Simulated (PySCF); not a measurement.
Input of a response calculation (the driver script's job line, then coordinates in Å):

```
{"job": {"kind": "uv", "xc": "CAM-B3LYP", "basis": "def2-SVPD", "ip": true, "dynamic": false}, "charge": 0, "multiplicity": 1}
C      3.350816     0.494552    -0.671108
C      2.142594    -0.380138    -0.909525
O      1.073711     0.059048    -0.103998
Si    -0.270483    -0.819185     0.303009
C     -1.388306     0.196730     1.406554
C     -2.311998     0.816697     0.345423
C     -2.557828    -0.241948    -0.735752
O     -1.365649    -0.971448    -0.957380
H      3.118076     1.543479    -0.907783
H      4.195098     0.173934    -1.300124
H      3.661486     0.444202     0.383241
H      1.846002    -0.340871    -1.973801
H      2.388154    -1.436788    -0.684939
H      0.172828    -2.174221     0.735610
H     -0.872221     0.947070     2.021399
H     -1.950664    -0.469108     2.083816
H     -3.264184     1.180368     0.764015
H     -1.806125     1.684871    -0.109520
H     -3.357074    -0.938327    -0.417300
H     -2.883686     0.217902    -1.683071
```

The program printed:

```
coarse grid: 16672 points
cycle   1  E = -637.0208404885  dE =  1.051e+00  |g| = 8.942e-01  |ddm| = 6.459e+00
cycle   2  E = -636.9153230113  dE =  1.055e-01  |g| = 1.197e+00  |ddm| = 2.490e+00
cycle   3  E = -637.1764261958  dE = -2.611e-01  |g| = 7.385e-02  |ddm| = 1.237e+00
cycle   4  E = -637.1773801274  dE = -9.539e-04  |g| = 3.642e-02  |ddm| = 1.518e-01
cycle   5  E = -637.1777090294  dE = -3.289e-04  |g| = 5.627e-03  |ddm| = 5.907e-02
cycle   6  E = -637.1777167374  dE = -7.708e-06  |g| = 1.201e-03  |ddm| = 1.298e-02
final grid: 154848 points
cycle   7  E = -637.2921039383  dE = -3.697e-05  |g| = 4.048e-03  |ddm| = 7.621e-02
cycle   8  E = -637.2921038927  dE =  4.564e-08  |g| = 4.289e-03  |ddm| = 1.197e-02
cycle   9  E = -637.2921078850  dE = -3.992e-06  |g| = 4.762e-04  |ddm| = 5.081e-03
cycle  10  E = -637.2921079224  dE = -3.735e-08  |g| = 2.197e-04  |ddm| = 7.891e-04
cycle  11  E = -637.2921079324  dE = -1.005e-08  |g| = 2.767e-05  |ddm| = 3.279e-04
cycle  12  E = -637.2921079327  dE = -2.128e-10  |g| = 7.342e-06  |ddm| = 8.153e-05
converged SCF energy = -637.2921079327

Static polarisability (au): isotropic 89.678, principal 82.264 82.584 104.186

Singlet excitations
state   eV       nm        f      main configurations
  1   7.6528    162.0   0.00023   H->L 0.60, H->L+2 0.14
  2   7.9408    156.1   0.01712   H-1->L 0.32, H->L+1 0.28, H-1->L+1 0.13
  3   8.0828    153.4   0.04965   H->L+2 0.49, H->L 0.10, H->L+4 0.08
  4   8.1914    151.4   0.00644   H-1->L+2 0.60
  5   8.2346    150.6   0.00638   H-2->L 0.56, H-2->L+1 0.16
  6   8.3237    149.0   0.02362   H-2->L+2 0.24, H->L+1 0.11, H->L+5 0.10
  7   8.4548    146.6   0.06966   H-2->L+2 0.43, H-3->L 0.09
  8   8.5914    144.3   0.02573   H-1->L 0.22, H-1->L+1 0.17, H-3->L 0.14
  9   8.6430    143.5   0.00202   H->L+3 0.38, H->L+5 0.23, H->L+2 0.08
 10   8.7124    142.3   0.02491   H->L+3 0.17, H->L+4 0.17, H->L+6 0.11

Triplet excitations (Tamm-Dancoff, eV): 7.4440 7.7301 7.7592 7.8785
Vertical ionisation energy (delta-SCF) = 9.9881 eV
```

Computed, not measured: TDDFT CAM-B3LYP/def2-SVPD, vertical, gas phase, core orbitals frozen in the response in PySCF 2.14.0, density-fitted response routines. Isolated species at its PBE0-D3(BJ)/def2-SVP geometry (one conformer only).

Q: Give the energy of state 8 in hartree, cm⁻¹ and kJ/mol.

A: 0.31573 hartree, 69294 cm⁻¹, 828.9 kJ/mol.

Q: What is the total energy of state 8 at this geometry?

A: -637.29211 + 0.31573 = -636.97638 hartree.

Q: How much of the mean polarisability do the listed states account for?

A: The sum over states Σ f/ΔE² (ΔE in hartree) gives 2.40 au, 3% of the total; the rest comes from higher roots of the same response equations.

Q: Give the mean polarisability in Å³.

A: 89.68 au × 0.148185 = 13.29 Å³.

Q: How many basis functions and electrons does this run hold?

A: 266 basis functions for 72 electrons in 36 doubly occupied orbitals.

Q: Which species is it?

A: `CCO[Si@H]1CCCO1` (C5H12O2Si), point group C1.

The SCF starts on a coarse grid; the energy jumps when the final grid takes over, and dE counts afresh there. H and L stand for HOMO and LUMO.
